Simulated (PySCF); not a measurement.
## A ladder of Hamiltonians for Nd⁵⁰⁺ (neodymium, charge +50)

Occupied: 1s1/2, 2s1/2, 2p1/2, 2p3/2. Hartree-Fock calculated with PySCF 2.14 in an even-tempered Gaussian basis (16 s from 9.6 bohr⁻², ratio 2.7; 13 p from 11 bohr⁻², ratio 2.7), Gaussian nucleus throughout. NR is non-relativistic, sf-X2C the spin-free one-electron X2C Hamiltonian, X2C adds the bare one-electron spin-orbit term, X2C-SNSO screens it by Boettger's factors, DC is four-component Dirac-Coulomb, and the Gaunt and Breit terms are added at first order (total energies over the DC spinors, levels after relaxing the spinors in that mean field). QED terms are absent. Levels marked empty are virtual spinors of this ion.

```json
{"Hamiltonian": "NR", "E (hartree)": "-6688.9651", "E − E(DC) (hartree)": "302.7466", "CPU seconds": "0.3"}
{"Hamiltonian": "sf-X2C", "E (hartree)": "-6985.2951", "E − E(DC) (hartree)": "6.4166", "CPU seconds": "0.17"}
{"Hamiltonian": "X2C", "E (hartree)": "-6989.4900", "E − E(DC) (hartree)": "2.2217", "CPU seconds": "0.21"}
{"Hamiltonian": "X2C-SNSO", "E (hartree)": "-6989.2021", "E − E(DC) (hartree)": "2.5096", "CPU seconds": "0.21"}
{"Hamiltonian": "DC", "E (hartree)": "-6991.7117", "E − E(DC) (hartree)": "0.0000", "CPU seconds": "14"}
{"Hamiltonian": "DC+Gaunt", "E (hartree)": "-6984.5462", "E − E(DC) (hartree)": "7.1655", "CPU seconds": "24"}
{"Hamiltonian": "DC+Breit", "E (hartree)": "-6985.1726", "E − E(DC) (hartree)": "6.5391", "CPU seconds": "76"}
```

Give the 2p spin-orbit interval with each Hamiltonian that has one.

X2C 564.2; X2C-SNSO 544.1; DC 543.3; DC+Gaunt 536.6; DC+Breit 536.6 (eV).

```tsv
level (eV)	NR	sf-X2C	X2C	X2C-SNSO	DC	DC+Gaunt	DC+Breit
1s1/2	-45190.6	-47497.5	-47492.2	-47492.5	-47536.5	-47417.9	-47425.7
2s1/2	-10000.6	-10649.7	-10648.4	-10648.5	-10654.2	-10641.8	-10642.6
2p1/2	-9694.6	-9918.6	-10312.7	-10298.1	-10301.4	-10279.6	-10281.8
2p3/2	-9694.6	-9918.6	-9748.5	-9754.0	-9758.1	-9743.0	-9745.3
3s1/2 (empty)	-4095.3	-4299.6	-4299.3	-4299.4	-4300.7	-4297.4	-4297.8
3p1/2 (empty)	-3996.9	-4086.8	-4189.8	-4186.0	-4186.8	-4181.2	-4182.0
3p3/2 (empty)	-3996.9	-4086.8	-4041.9	-4043.4	-4044.2	-4040.4	-4041.2
```

Weight of the small component: 1s1/2 0.0496, 2s1/2 0.0112, 2p1/2 0.0112, 2p3/2 0.0105, 3s1/2 0.00441, 3p1/2 0.00434, 3p3/2 0.00418.

Koopmans' value for the highest occupied level at DC+Breit: 9745.3 eV, against an ionisation energy of 9742 ± 4 eV (theoretical estimate listed by NIST; NIST Atomic Spectra Database, ionization energies); the former lacks relaxation, correlation, QED and recoil.

The whole ladder took 120 s of wall time on 1 thread of Intel(R) Xeon(R) Platinum 8259CL CPU @ 2.50GHz (shared host), launched as `OMP_NUM_THREADS=1 python relrun2.py TASK.json OUT` (a driver that calls PySCF for each Hamiltonian).
